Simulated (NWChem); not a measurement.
# BiCl$_{2}$F; SMILES [F][Bi]([Cl])[Cl]

All runs: NWChem. Coordinates come from a PBE0/def2-SVP optimisation. No frequency run checked for a minimum. def2 effective core potentials on Bi; no spin-orbit coupling.

Diagonal of the polarisability tensor at CAM-B3LYP/def2-SVPD, static: 71.56, 57.56, 88.44 bohr³.

Question: Find the mean polarisability volume, the molar refraction, and the refractive index that an ideal gas of it would have at 273.15 K and 1 atm.

Answer: 
1. Mean: one third of the trace = 72.52 bohr³ × 0.14818 Å³/bohr³ = 10.75 Å³.
2. Molar refraction (Lorentz-Lorenz): (4π/3) N_A α = 27.1 cm³/mol.
3. Number density p/kT = 2.687 × 10⁻⁵ Å⁻³; n − 1 = 2π N α = 18.14 × 10⁻⁴.
4. These hold the electronic response alone: vibrational and orientational terms add to the static dielectric constant.
